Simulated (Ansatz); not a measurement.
Ansatz (an electronic-structure program) input (CCSD(T)/def2-SVPD):

Ansatz 0.2 input:
```yaml
crystal:
  periodic: [false, false, false]
  atoms:
    - {symbol: Ag, position_ang: [-0.00000000, -0.00000000, -0.32092593]}
    - {symbol: F, position_ang: [0.00000000, 0.00000000, 1.67594652]}
basis:
  gaussian:
    orbitals: def2-SVPD
magnetization: {spin_polarized: false}
correlation: {method: ccsd_t, electrons: outside_noble_gas}
output: {forces: true}
```

End of the output:

```
cycle   6  -11.98979168 eV  change   -3.7e-4 eV  update   3.3e-3
cycle   7  -11.99347440 eV  change   -3.7e-3 eV  update   1.4e-3
cycle   8  -11.99401525 eV  change   -5.4e-4 eV  update   6.5e-4
cycle   9  -11.99346821 eV  change    5.5e-4 eV  update   3.1e-4
cycle  10  -11.99362779 eV  change   -1.6e-4 eV  update   1.2e-4
cycle  11  -11.99354191 eV  change    8.6e-5 eV  update   4.3e-5
cycle  12  -11.99351597 eV  change    2.6e-5 eV  update   1.4e-5
cycle  13  -11.99352286 eV  change   -6.9e-6 eV  update   8.3e-6
cycle  14  -11.99351930 eV  change    3.6e-6 eV  update   3.3e-6
perturbative correction -0.30384933 eV, -0.0111662569 hartree
the calculation of the forces begins
Total energy: -6691.11613587 eV, -245.8939825919 hartree
Atom 0 at    -0.000000    -0.000000    -0.320926 Å, force    -0.000000    -0.000000    -0.409314 eV/Å
Atom 1 at     0.000000     0.000000     1.675947 Å, force    -0.000000     0.000000     0.409314 eV/Å
Dipole moment:     0.000000    -0.000000    -1.359900 e Å
```
